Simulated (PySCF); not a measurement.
Working out the ionisation energy of Ti⁷⁺

Ti⁷⁺ [Ne] 3s2 3p3 (4S) → Ti⁸⁺ [Ne] 3s2 3p2 (3P). Computed with PySCF 2.14 in an uncontracted even-tempered set (18 s from 0.32 bohr⁻², ratio 2.5; 12 p from 0.42 bohr⁻², ratio 2.5; 5 d from 2.8 bohr⁻², ratio 2.7; 5 f from 4.2 bohr⁻², ratio 2.7), with the non-relativistic Hamiltonian (point nucleus). Frozen: 1s2; the 21 highest virtual orbitals dropped. Energies in hartree (1 hartree = 27.21139 eV):

```json
{"part": "UHF", "Ti⁷⁺ (lower)": "-832.143908", "Ti⁸⁺ (upper)": "-825.962166"}
{"part": "CCSD correlation", "Ti⁷⁺ (lower)": "-0.456919", "Ti⁸⁺ (upper)": "-0.441346"}
{"part": "(T)", "Ti⁷⁺ (lower)": "-0.003320", "Ti⁸⁺ (upper)": "-0.003279"}
```

**Question.** What does Hartree-Fock give?

**Answer.** (-825.962166) − (-832.143908) = 6.181742 hartree = 168.214 eV.

**Question.** What do CCSD and CCSD(T) give?

**Answer.** The CCSD correlation energies differ by 0.015573 hartree = 0.424 eV and the triples by 0.000041 hartree = 0.001 eV, so CCSD gives 168.638 eV and CCSD(T) 168.639 eV.

A first-order spin-orbit estimate adds -0.540 eV to CCSD(T) (outer shells), giving 168.099 eV against 170.5 ± 0.4 eV (semi-empirical (NIST evaluation); NIST Atomic Spectra Database, ionization energies).

The calculation is non-relativistic.

What remains against the reference includes basis incompleteness, the frozen core and higher excitations.
